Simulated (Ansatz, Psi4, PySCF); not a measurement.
C3H10NSi, doublet, geometry from GFN2-xTB. Base run: MP2/6-31G* (PySCF).

Here is a job for PySCF.
```python
from pyscf import gto, scf, mp

mol = gto.Mole()
mol.atom = '''
    C    -1.031683    1.416279    0.432621
    C    -0.754856   -0.062696    0.719371
    C    -1.953369   -0.939370    0.299189
    N     0.410218   -0.579824    0.171197
    Si    1.706782   -0.022106   -0.737866
    H    -1.943080    1.736507    0.931810
    H    -1.142005    1.566304   -0.638693
    H    -0.202817    2.025988    0.782822
    H    -0.655485   -0.187403    1.815154
    H    -1.736187   -1.983718    0.503025
    H    -2.845940   -0.642735    0.843436
    H    -2.126752   -0.821501   -0.767295
    H     2.890106   -0.513650   -0.022572
    H     1.579082   -0.715978   -2.029784
    H     1.856060    1.419164   -0.993246
'''
mol.basis = '6-31g*'
mol.charge = 0
mol.spin = 1
mol.verbose = 4
mol.build()

mf = scf.UHF(mol)
mf.kernel()

pt = mp.MP2(mf)
pt.kernel()
print('E(MP2) = %.10f' % pt.e_tot)
```

The same geometry, method and basis name were run in Ansatz (a program for electronic structure) and Psi4 and PySCF, at each program's defaults and at the settings that a row names. The base is PySCF at its defaults. Differences at the defaults can come from grids, fitting, cores and function types together.

```tsv
code and settings	ΔE vs base (mEh)	basis functions	E (Eh)	SCF cycles
PySCF, defaults (exact integrals, spherical functions, all electrons correlated)	0.000	94	-463.36080	17
Psi4, defaults (density fitting with its default set, Cartesian functions, all electrons correlated)	-19.306	99	-463.38010	18
Ansatz, defaults (factorised integrals, Cartesian functions, frozen core)	9.168	99	-463.35163	-
PySCF, frozen core	16.810	94	-463.34399	17
Psi4, exact integrals, spherical functions, frozen core	16.810	94	-463.34399	18
Ansatz, high accuracy, frozen core, Cartesian functions as the basis file defines them	9.158	99	-463.35164	-
```

Open shells are given as the SCF converged; they aren't shown to be the lowest states, and a large step between rows can be another state.
